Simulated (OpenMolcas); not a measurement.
Pd4+: ligand-field states by method

Pd4+ with 6 ligands (fluoride) in tetragonal octahedral coordination (D4h) at 1.89 Å, the axial distance 1.966 Å. A charge of +0.333 e stands 2.6 Å behind each ligand. Ligand basis ANO-RCC-VDZP.
```
Pd    0.0000    0.0000    0.0000
F     1.8900    0.0000    0.0000
F     0.0000    1.8900    0.0000
F    -1.8900    0.0000    0.0000
F     0.0000   -1.8900    0.0000
F     0.0000    0.0000    1.9656
F     0.0000    0.0000   -1.9656
```

```
Program             : OpenMolcas
Basis               : ANO-RCC-VDZP [6s5p3d1f]
Scalar Hamiltonian  : DKH2, point nucleus
Active space        : 6 electrons in 5 orbitals (4d)
State averaging     : 2S+1 = 5 even, 5 roots; 2S+1 = 3 even, 45 roots; 2S+1 = 1 even, 50 roots
Spin-orbit coupling : RASSI with atomic mean-field integrals over the reference wave functions
```

I. CASSCF
II. SS-CASPT2, IPEA 0.25 Eh, imaginary shift 0.1 Eh (closed shells correlated: 4s 4p and the ligand valence shells)

Spin-free states (labels of D4, the rotations of D4h) in cm-1, each column counted from its own energy of the first state listed:

```tsv
State	Degeneracy	I	II
2S+1 = 1	1	0	0
3E	2	17533	19670
2S+1 = 3	1	20588	22200
2S+1 = 3	1	21661	22020
1E	2	23463	23140
2S+1 = 1	1	26304	25550
3E	2	26647	26290
5E	2	28447	38770
```

From I to II, I's first state of the same spin (1E) moves from 23463 to 23140 cm-1, by about -330 cm-1.

From I to II, I's first state of another spin (3E) moves from 17533 to 19670 cm-1, by about +2100 cm-1.

χT at 300 K: I 0.02, II 0.02 cm3 K/mol.

Roots that are degenerate in the reference are averaged as groups; the widest CASPT2 spread within a group is 71 cm-1 (the 2-fold group of multiplicity 5 near 38800 cm-1 above the lowest state of its run, II). Shifts and gaps below about the spread of the groups concerned are not significant. Over all roots computed the reference weight is 0.62 to 0.68 in II; the roots of lowest weight are the least certain, and an intruder state may touch them. The least metal-like active orbital is 65 % on the metal (Löwdin) and no ligand orbital is active, so the numbers are rough, and ground spin, moment and any spin crossover can be artefacts of this space; highly charged d ions in such sites are as a rule low spin. Ligand-to-metal charge-transfer states are missing. With no ligand orbital active B as a rule stays too high, so bands that hang on it stand too high and its fall with covalency is understated. Without dynamic correlation the repulsion within the d shell is too large (B by tens of per cent), so at a given field states of lower spin stand too high (holds for I). With metal d orbitals alone the field can be off either way by tens of per cent (holds for I). With one d shell and no ligand orbital active, 10Dq can be off by a tenth or more (holds for II). The distance lies 2 % under the 1.93 Å that this model takes as the normal distance (a Shannon-type radius plus a fixed donor radius); by an R⁻⁵ law this alone changes a d-shell field by about +11 %. No measured value stands beside these numbers; the geometry is a model, was not optimised and need not be the one that this ion takes.
